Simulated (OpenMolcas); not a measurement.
Os4+ (d4) among equal point charges was computed by CASSCF with the d shell active (OpenMolcas, ANO-RCC-VTZP on the metal). Its lowest spin-free states, and all those of the highest spin:

| 2S+1 | Degeneracy | E (cm-1) |
| --- | --- | --- |
| 5 | 1 | 0.0 |
| 5 | 1 | 4374 |
| 5 | 2 | 7792 |
| 5 | 1 | 9800 |
| 3 | 1 | 15234 |
| 3 | 2 | 16643 |
| 3 | 1 | 19221 |
| 3 | 1 | 20983 |
| 3 | 1 | 20999 |
| 3 | 2 | 21183 |
| 3 | 1 | 22192 |
| 3 | 2 | 22715 |

**Question.** Is the site octahedral, tetrahedral or cube-like, axial, or of lower symmetry?

**Answer.** The states with 2S+1 = 5 have orbital degeneracies 1, 1, 2, 1. There are pairs but no triples, so the site is axial: not cubic, but with a proper or improper axis of order three or more. The run had Os4+ among 6 point charges of -1.1 e arranged as a tetragonal octahedron (D4h), 2.05 Å from the ion, with the axial distance 1.865 Å.

Spin-orbit coupling mixes the spin-free states strongly: the lowest level takes only 40 % from its leading state, 5A1. Without dynamic correlation the repulsion within the d shell is too large (B by tens of per cent), so at a given field states of lower spin stand too high. Point charges give a weaker field than real ligands, and real ions of this kind are as a rule low spin; the high spin found here belongs to the model. Point charges carry no covalency, so the field is a model and not that of real ligands. No measured value stands beside these numbers.
